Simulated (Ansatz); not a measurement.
`CN(C)c1ccc(/C=C/c2ccc(/C=C/c3ccc(/C=C/c4ccc(/C=C/C#N)cc4)cc3)cc2)cc1`, relaxed as a singlet with RKS r2SCAN-D4/def2-SVP in Ansatz, starting from the GFN2-xTB geometry. Force threshold 0.03 eV/Å.

Single mean-field runs in def2-SVP are fitted with def2-universal-jkfit.

Start:

Cartesian coordinates in Å:
```
C -7.647 -2.321 -10.207
N -7.161 -3.231 -9.200
C -7.739 -4.550 -9.134
C -6.359 -2.774 -8.187
C -5.929 -3.621 -7.152
C -5.085 -3.175 -6.162
C -4.620 -1.856 -6.130
C -3.723 -1.338 -5.125
C -3.193 -2.016 -4.091
C -2.282 -1.495 -3.099
C -1.859 -0.162 -3.050
C -0.983 0.267 -2.081
C -0.477 -0.604 -1.107
C 0.416 -0.082 -0.099
C 1.004 -0.785 0.885
C 1.844 -0.256 1.934
C 2.305 -1.126 2.931
C 3.065 -0.670 3.982
C 3.406 0.683 4.099
C 4.161 1.114 5.252
C 4.489 2.379 5.568
C 5.205 2.807 6.748
C 5.613 1.937 7.767
C 6.283 2.405 8.873
C 6.577 3.766 9.028
C 7.284 4.197 10.211
C 7.525 5.465 10.585
C 8.244 5.759 11.753
N 8.838 5.997 12.706
C 6.169 4.638 8.012
C 5.502 4.168 6.905
C 2.968 1.548 3.089
C 2.209 1.092 2.037
C -0.899 -1.938 -1.157
C -1.778 -2.365 -2.122
C -5.066 -1.010 -7.151
C -5.906 -1.446 -8.148
H -8.201 -2.876 -10.959
H -6.812 -1.824 -10.707
H -8.311 -1.556 -9.787
H -8.333 -4.731 -10.027
H -6.958 -5.312 -9.092
H -8.391 -4.669 -8.261
H -6.255 -4.647 -7.118
H -4.778 -3.871 -5.396
H -3.467 -0.294 -5.257
H -3.441 -3.062 -3.962
H -2.227 0.547 -3.775
H -0.675 1.303 -2.066
H 0.590 0.984 -0.167
H 0.837 -1.852 0.944
H 2.048 -2.175 2.874
H 3.396 -1.365 4.741
H 4.455 0.311 5.915
H 4.200 3.183 4.903
H 5.398 0.883 7.692
H 6.582 1.713 9.648
H 7.643 3.401 10.853
H 7.186 6.321 10.019
H 6.380 5.694 8.089
H 5.202 4.863 6.134
H 3.225 2.595 3.131
H 1.889 1.794 1.282
H -0.540 -2.645 -0.425
H -2.093 -3.399 -2.131
H -4.741 0.022 -7.156
H -6.213 -0.740 -8.902
```

Question: Estimate the energy that the relaxation releases and the steps that it takes.

Answer: 29.1 kJ/mol, in 14 steps; 1.7 min on 2 threads of AMD EPYC 7R13 on a shared host and a share (18 GiB) of an NVIDIA H100 80GB HBM3. The force fell under the threshold at step 5, but the optimiser went on and released 0.006 eV more. No frequencies were taken in this run, so the end may be a saddle point.

Question: Does the start keep its bonding?

Answer: By distances, no bond broke or formed. The bond that changes most is C28–N29, from 1.15 to 1.17 Å (atoms count from 1).

Question: Predict the relaxed structure.

Answer: 
```xyz
67

C    -7.756   -2.269  -10.261
N    -7.254   -3.207   -9.283
C    -7.718   -4.577   -9.291
C    -6.389   -2.778   -8.304
C    -5.906   -3.666   -7.304
C    -5.035   -3.230   -6.318
C    -4.588   -1.891   -6.251
C    -3.689   -1.387   -5.230
C    -3.119   -2.088   -4.213
C    -2.240   -1.565   -3.183
C    -1.862   -0.205   -3.083
C    -1.035    0.235   -2.060
C    -0.532   -0.646   -1.072
C     0.308   -0.116   -0.014
C     0.864   -0.809    1.015
C     1.679   -0.269    2.087
C     2.174   -1.139    3.084
C     2.944   -0.669    4.140
C     3.265    0.700    4.266
C     4.058    1.140    5.398
C     4.424    2.415    5.696
C     5.209    2.845    6.841
C     5.737    1.960    7.809
C     6.473    2.435    8.884
C     6.727    3.816    9.058
C     7.502    4.248   10.206
C     7.832    5.526   10.534
C     8.598    5.843   11.685
N     9.227    6.127   12.627
C     6.203    4.702    8.090
C     5.468    4.226    7.015
C     2.776    1.573    3.262
C     2.010    1.105    2.209
C    -0.902   -2.006   -1.177
C    -1.728   -2.447   -2.199
C    -5.073   -1.017   -7.247
C    -5.944   -1.433   -8.245
H    -8.425   -2.792  -10.956
H    -6.940   -1.816  -10.854
H    -8.328   -1.445   -9.794
H    -8.389   -4.727  -10.146
H    -6.882   -5.294   -9.388
H    -8.275   -4.835   -8.370
H    -6.219   -4.711   -7.300
H    -4.697   -3.954   -5.571
H    -3.466   -0.316   -5.312
H    -3.329   -3.161   -4.132
H    -2.228    0.518   -3.816
H    -0.765    1.295   -2.006
H     0.486    0.965   -0.075
H     0.688   -1.890    1.076
H     1.939   -2.206    3.018
H     3.310   -1.370    4.898
H     4.371    0.334    6.073
H     4.104    3.225    5.031
H     5.569    0.884    7.717
H     6.871    1.729    9.620
H     7.852    3.449   10.871
H     7.518    6.377    9.918
H     6.376    5.778    8.181
H     5.072    4.932    6.278
H     3.004    2.641    3.313
H     1.653    1.817    1.460
H    -0.538   -2.729   -0.441
H    -2.001   -3.506   -2.252
H    -4.751    0.030   -7.231
H    -6.284   -0.705   -8.984
```
Bond lengths: 36 × C–C 1.36 to 1.45 Å; 4 × C–N 1.17 to 1.45 Å; 30 × C–H 1.09 to 1.11 Å.
